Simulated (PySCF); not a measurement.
Ionisation energy of Ta by level of theory

Ta [Xe] 4f14 5d3 6s2 (4F) → Ta⁺ [Xe] 4f14 5d3 6s1 (5F), as a difference of total energies. Calculation: PySCF 2.14, in cc-pVDZ-PP with ECP60MDF (4s4p3d1f, 38 functions); scalar relativity through the core potential. Correlated levels: valence: 5s2 5p6 frozen. The calculations carry no spin-orbit coupling.

| method | ionisation energy (eV) | error (eV) |
| --- | --- | --- |
| UHF | 5.766 | -1.807 |
| M06-L | 7.683 | +0.110 |
| BP86 | 7.483 | -0.090 |
| MP2 (valence) | 6.810 | -0.763 |
| SCS-MP2 (valence) | 7.012 | -0.561 |

Reference: 7.573 eV (measured; NIST levels, between the centres of gravity of the two terms).

Errors of the correlated levels include the incompleteness of this basis and the frozen core.

MP2 underrates the near-degeneracy of ns² with np² in the lower species.
